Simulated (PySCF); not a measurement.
# Two-component Hartree-Fock for Br (bromine, neutral)

Start: [Ar] 3d10 4s2 4p5; 4p1/2 filled at m_j = +1/2; 4p3/2 filled at m_j = -3/2, -1/2, +1/2, +3/2. Calculated with PySCF 2.14 in x2c-TZVPPall-2c (6s7p4d1f, 54 functions): generalised Hartree-Fock with the X2C-1e Hamiltonian and a Gaussian nucleus; one run each with spin-orbit coupling (SO) screened by Boettger's factors, then bare. This is a chosen level, not necessarily the ground level.

```
spinor shell  electrons  ε, screened SO (eV)  ε, bare SO (eV)  weight of nominal j (bare SO)  rms radius, bare SO (bohr)
       1s1/2          2             -13557.1         -13557.1                          1.000                      0.0492
       2s1/2          2              -1825.8          -1825.8                          1.000                       0.205
       2p1/2          2              -1637.6          -1639.7                          1.000                       0.180
       2p3/2          4              -1589.6          -1588.6                          1.000                       0.184
       3s1/2          2              -277.47          -277.47                          1.000                       0.588
       3p1/2          2              -210.20          -210.52                          1.000                       0.601
       3p3/2          4              -203.11          -202.97                          1.000                       0.611
       3d3/2          4              -86.501          -86.778                          1.000                       0.647
       3d5/2          6              -85.431          -85.257                          1.000                       0.653
       4s1/2          2              -27.811          -27.815                          0.999                        1.83
       4p1/2          1              -13.621          -13.649                          0.974                        2.21
       4p3/2          4              -12.102          -12.095                          0.981                        2.29
```

```json
{"quantity": "E (hartree)", "screened SO": "-2604.46866", "bare SO": "-2604.48595"}
{"quantity": "M_J", "screened SO": "1/2", "bare SO": "1/2"}
{"quantity": "⟨J²⟩", "screened SO": "0.920", "bare SO": "0.905"}
{"quantity": "⟨L²⟩", "screened SO": "2.024", "bare SO": "2.025"}
{"quantity": "⟨S²⟩", "screened SO": "0.762", "bare SO": "0.762"}
```

Each row is a mean over spinors that exchange with the open shell spreads, by up to 2.113 eV (4s1/2).

⟨J²⟩ departs a little from M_J(M_J + 1) because the unrestricted spinors polarise the closed shells.
